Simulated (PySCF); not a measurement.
**Partial charges of `N#Cc1ccc(/C=C/Cl)cc1`**

C9H6ClN.
Cartesian coordinates in Å at the GFN2-xTB level; atoms count from 1:
```
atom  x, y, z in Å
N1    -4.623    0.093    0.473
C2    -3.487    0.057    0.319
C3    -2.088    0.013    0.129
C4    -1.559   -0.365   -1.106
C5    -0.193   -0.404   -1.281
C6     0.682   -0.069   -0.242
C7     2.111   -0.129   -0.496
C8     3.075    0.162    0.376
Cl9    4.737    0.058   -0.032
C10    0.137    0.308    0.990
C11   -1.228    0.350    1.176
H12   -2.225   -0.624   -1.916
H13    0.212   -0.697   -2.238
H14    2.392   -0.440   -1.494
H15    2.907    0.483    1.391
H16    0.785    0.572    1.810
H17   -1.642    0.644    2.130
```

Density: PBE0/pcSseg-1 (PySCF); schemes: Mulliken, IAO, Hirshfeld and ESP-fitted. The structure is a single GFN2-xTB conformer in the gas phase; no vibrational or solvent corrections.

Problem. For which atoms does the sign change between the 4 schemes (beyond +0.03 e in one, beyond −0.03 e in another)?

Solution. C4, C6 and C11. Atomic charges aren't observables, and each scheme defines them in its own way.

Problem. Do the Mulliken, IAO, Hirshfeld and ESP-fitted schemes agree on where the charge is lowest?

Solution. The schemes don't all agree: Mulliken C3 (-0.255); IAO N1 (-0.238); Hirshfeld N1 (-0.219); ESP-fitted N1 (-0.454).

Problem. Which atoms carry the highest charge in the Mulliken, IAO, Hirshfeld and ESP-fitted schemes?

Solution. The schemes don't all agree: Mulliken H15 (+0.159); IAO H12 (+0.173); Hirshfeld C2 (+0.076); ESP-fitted C2 (+0.376).

Problem. Give the atomic charges in each scheme.

Solution. In e:

```tsv
atom	environment	Mulliken	IAO	Hirshfeld	ESP-fitted
N1	nitrile nitrogen	-0.239	-0.238	-0.219	-0.454
C2	nitrile carbon	+0.150	+0.139	+0.076	+0.376
C3	substituted aromatic carbon	-0.255	-0.051	+0.008	-0.053
C4	aromatic CH carbon	+0.055	-0.123	-0.028	-0.105
C5	aromatic CH carbon	-0.033	-0.147	-0.039	-0.249
C6	substituted aromatic carbon	-0.193	+0.018	+0.012	+0.203
C7	alkene CH carbon	+0.013	-0.159	-0.057	-0.157
C8	vinylic C–Cl carbon	-0.123	-0.157	-0.022	-0.218
Cl9	vinyl chlorine	-0.064	-0.001	-0.017	-0.042
C10	aromatic CH carbon	-0.022	-0.146	-0.039	-0.206
C11	aromatic CH carbon	+0.067	-0.123	-0.027	-0.139
H12	aromatic hydrogen	+0.099	+0.173	+0.065	+0.166
H13	aromatic hydrogen	+0.088	+0.159	+0.058	+0.169
H14	vinylic hydrogen	+0.111	+0.163	+0.052	+0.160
H15	vinylic hydrogen	+0.159	+0.167	+0.057	+0.212
H16	aromatic hydrogen	+0.091	+0.154	+0.056	+0.163
H17	aromatic hydrogen	+0.097	+0.172	+0.064	+0.173
```

Mean size of the charges over all atoms: ESP-fitted 0.191 e, IAO 0.135 e, Mulliken 0.109 e, Hirshfeld 0.053 e. Each set sums to the total charge, 0, to within 0.001 e. The Hirshfeld scheme divides the density at each point in proportion to the densities of the neutral, spherically averaged free atoms. The ESP scheme fits charges at the nuclei, held to the total charge, to the electrostatic potential on points at 1.4 to 2.0 times the van der Waals radii.

Problem. How many electrons does the ESP-fitted scheme count on C8?

Solution. Z − q = 6 − (-0.218) = 6.218.

Problem. How closely do the schemes follow one another over all atoms?

Solution. Correlation coefficient and root-mean-square difference: IAO with ESP-fitted 0.93, 0.097 e; Hirshfeld with ESP-fitted 0.90, 0.155 e; IAO with Hirshfeld 0.87, 0.093 e; Mulliken with Hirshfeld 0.64, 0.100 e; Mulliken with IAO 0.64, 0.119 e; Mulliken with ESP-fitted 0.59, 0.173 e.

Problem. Sum the charges by element, for elements with more than one atom.

Solution. 
```json
{"element": "C", "atoms": "9", "Mulliken": "-0.342", "IAO": "-0.748", "Hirshfeld": "-0.115", "ESP-fitted": "-0.548"}
{"element": "H", "atoms": "6", "Mulliken": "+0.645", "IAO": "+0.988", "Hirshfeld": "+0.351", "ESP-fitted": "+1.043"}
```
